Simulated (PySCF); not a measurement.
La(F)3, SMILES [F][La]([F])[F], singlet at its PBE0/def2-SVP optimised geometry (Å):

```
4

La    -0.6250    -0.9722     0.0000
F     -1.5254    -2.3566    -1.3579
F      1.5134    -0.9722     0.0000
F     -1.5134     0.9722     0.0000
```

Computed with PySCF 2.14.0 with PBE0/def2-TZVP, def2 effective core potentials past Kr. The core electrons that the potentials of La replace are not part of the density.

Map of the log10 of the electron density (e/bohr³), floored at −4 on the plane z = 0.6 Å:

```
|                             |
|                             |
|                             |
|                             |
|        ...                  |
|     ..:::::.                |
|    .:--===--:               |
|   .:-=++*++=-:              |
|   .-=+*###*+=:.             |
|  .:-+*#%%%#*=-:.            |
|  .:=+#%@@@#*+=:..           |
|  .:=+#%@@@%*+=-::::..       |
|  .:=+#%@@%#*+==------:.     |
|   :-+*##%###*++===+==-:.    |
|   .-=+*###%%##*++***+=-:.   |
|   .:-=+*#%@@@%#**####*=-:   |
|    :-=+#%@@@@@%##%@%%*+-:   |
|    .-=*#%@@@@@%#%@@@%#+=:.  |
|    .:=*#%@@@@@%#%@@@%#+=:.  |
|    .:=+#%@@@@@###%%%#*+-:   |
|    .:-+*#%@@%%#**###*+=-.   |
|     .-=+*#####*++***+=-:.   |
|     .:-=++***+=======-:.    |
|     .::--=====------::.     |
|      .:::----:::.....       |
|       ..:::....             |
|         ...                 |
|                             |
|                             |
```
Scale: ten equal steps from -4.00 (start of ' ') to -0.546 (end of '@'), in the order ' .:-=+*#%@'; x runs from -4.00 to 4.00, y from -4.00 (bottom) to 4.00 (top).
